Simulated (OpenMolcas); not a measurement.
# Multiconfigurational calculation on Mg

Input:

```
&GATEWAY
Coord
1

Mg 0.0 0.0 0.0
Basis=ANO-RCC-VQZP
Group=XYZ
NoMove
AngMom=0.0 0.0 0.0
AMFI
&SEWARD
* reference wave functions (RASSCF and RASSI steps not shown): 2 electrons in 9 orbitals (RAS2 3s 3p; RAS3 3d, at most 2 electrons)
>>> COPY JOB001 $Project.JobIph
&CASPT2
Multistate=3 1 2 3
Frozen=1 0
IPEA=0.25
Sig2=0.3
MaxIter=60
WThr=0.0 0.3 0.05
PrWF=0.5
NoMix
>>> COPY JOB002 $Project.JobIph
&CASPT2
Multistate=1 1
Frozen=1 0
IPEA=0.25
Sig2=0.3
MaxIter=60
WThr=0.0 0.3 0.05
PrWF=0.5
NoMix
>>> COPY JOB003 $Project.JobIph
&CASPT2
Multistate=3 1 2 3
Frozen=1 0
IPEA=0.25
Sig2=0.3
MaxIter=60
WThr=0.0 0.3 0.05
PrWF=0.5
NoMix
...
```

Output, cut to the results:

```
--- CASPT2 ---
Orbital specifications:
      -----------------------

      Symmetry species                           1   2
                                                ag  au
      Frozen orbitals                            1   0
      Inactive orbitals                          1   3
      Active orbitals                            6   3
      Secondary orbitals                        22  23
      Deleted orbitals                           0   0
      Number of basis functions                 30  29
Type of calculation                        MS-CASPT2
      Fock operator                              state-specific
      IPEA shift                                 0.25
      Real shift                                 0.00
      Imaginary shift                            0.00
      Sigma^2 regularizer                        0.30
      The input orbitals will be transformed to quasi-canonical
Reference energy:        -199.6891031138
      E2 (Non-variational):      -0.2794916896
      Shift correction:          -0.0000064582
      E2 (Variational):          -0.2794981478
      Total energy:            -199.9686012617
      Residual norm:              0.0000005939
      Reference weight:           0.97499
      Contributions to the CASPT2 correlation energy
      Active & Virtual Only:         -0.0051180350
      One Inactive Excited:          -0.0077952732
      Two Inactive Excited:          -0.2665783815
Reference energy:        -199.6891031138
      E2 (Non-variational):      -0.2794916903
      Shift correction:          -0.0000064582
      E2 (Variational):          -0.2794981485
      Total energy:            -199.9686012624
      Residual norm:              0.0000005939
      Reference weight:           0.97499
      Contributions to the CASPT2 correlation energy
      Active & Virtual Only:         -0.0051180358
      One Inactive Excited:          -0.0077952731
      Two Inactive Excited:          -0.2665783815
::    CASPT2 Root  1     Total energy:   -199.96860126
::    CASPT2 Root  2     Total energy:   -199.96860126
::    CASPT2 Root  3     Total energy:   -199.96860127
::    MS-CASPT2 Root  1     Total energy:   -199.96860127
::    MS-CASPT2 Root  2     Total energy:   -199.96860126
::    MS-CASPT2 Root  3     Total energy:   -199.96860126
--- CASPT2 ---
Orbital specifications:
      -----------------------

      Symmetry species                           1   2
                                                ag  au
      Frozen orbitals                            1   0
      Inactive orbitals                          1   3
      Active orbitals                            6   3
      Secondary orbitals                        22  23
      Deleted orbitals                           0   0
      Number of basis functions                 30  29
Type of calculation                        SS-CASPT2
      Fock operator                              state-specific
      IPEA shift                                 0.25
      Real shift                                 0.00
      Imaginary shift                            0.00
      Sigma^2 regularizer                        0.30
      The input orbitals will be transformed to quasi-canonical
Reference energy:        -199.9520798404
      E2 (Non-variational):      -0.2809814289
      Shift correction:          -0.0000013643
      E2 (Variational):          -0.2809827932
      Total energy:            -200.2330626336
      Residual norm:              0.0000006650
      Reference weight:           0.97961
      Contributions to the CASPT2 correlation energy
      Active & Virtual Only:         -0.0015669232
      One Inactive Excited:          -0.0130202964
      Two Inactive Excited:          -0.2663942094
::    CASPT2 Root  1     Total energy:   -200.23306263
--- CASPT2 ---
Orbital specifications:
      -----------------------

      Symmetry species                           1   2
                                                ag  au
      Frozen orbitals                            1   0
      Inactive orbitals                          1   3
      Active orbitals                            6   3
      Secondary orbitals                        22  23
      Deleted orbitals                           0   0
      Number of basis functions                 30  29
Type of calculation                        MS-CASPT2
      Fock operator                              state-specific
      IPEA shift                                 0.25
      Real shift                                 0.00
      Imaginary shift                            0.00
      Sigma^2 regularizer                        0.30
      The input orbitals will be transformed to quasi-canonical
Reference energy:        -199.8568128802
      E2 (Non-variational):      -0.2778386658
      Shift correction:          -0.0000095711
      E2 (Variational):          -0.2778482369
      Total energy:            -200.1346611170
      Residual norm:              0.0000004618
      Reference weight:           0.97987
      Contributions to the CASPT2 correlation energy
      Active & Virtual Only:         -0.0013006573
      One Inactive Excited:          -0.0102210941
      Two Inactive Excited:          -0.2663169144
Reference energy:        -199.8568128802
      E2 (Non-variational):      -0.2778386842
      Shift correction:          -0.0000095711
      E2 (Variational):          -0.2778482553
      Total energy:            -200.1346611355
      Residual norm:              0.0000004618
      Reference weight:           0.97987
      Contributions to the CASPT2 correlation energy
      Active & Virtual Only:         -0.0013006574
      One Inactive Excited:          -0.0102211124
      Two Inactive Excited:          -0.2663169144
::    CASPT2 Root  1     Total energy:   -200.13466112
::    CASPT2 Root  2     Total energy:   -200.13466114
::    CASPT2 Root  3     Total energy:   -200.13466113
::    MS-CASPT2 Root  1     Total energy:   -200.13466114
...
```

Levels above the lowest, from the spin-orbit matrix with the single-state CASPT2 energies, averaged by term, on its diagonal:

```tsv
Configuration	Term	J	E (cm-1)	Measured (cm-1)	g	Term weight %
3s2	1S	0	0.0	0.0		100
3s 3p	3P*	0	21565	21850		100
3s 3p	3P*	1	21581	21870	1.501	100
3s 3p	3P*	2	21612	21911	1.501	100
3s 3p	1P*	1	35576	35051	1.000	100
```

Against the 4 measured excited levels shown (NIST Handbook of Basic Atomic Spectroscopic Data) the mean absolute deviation is 350 cm-1; the largest miss in energy is 3s 3p 1P* 1: computed 35576, measured 35051 cm-1 (+1.5 %).

Active for correlation alone: 3d; no level in the range computed is led by a configuration that fills it, so any true level of that kind is missing. Computed and measured levels are paired by configuration, term and J; levels that our copy of the source lacks, or whose pairing is in doubt (as where it misses far off the trend of its configuration), stay unpaired and out of the deviations. Only configurations of the active space appear. The first state left out of the spin-orbit step lies near 62000 cm-1 above the lowest spin-free state of the reference (among the parities and spins computed), and the list stops at four fifths of that energy or lower.

The term weight is that of the spin-free term in the level, not the purity of its configuration. * marks odd parity.
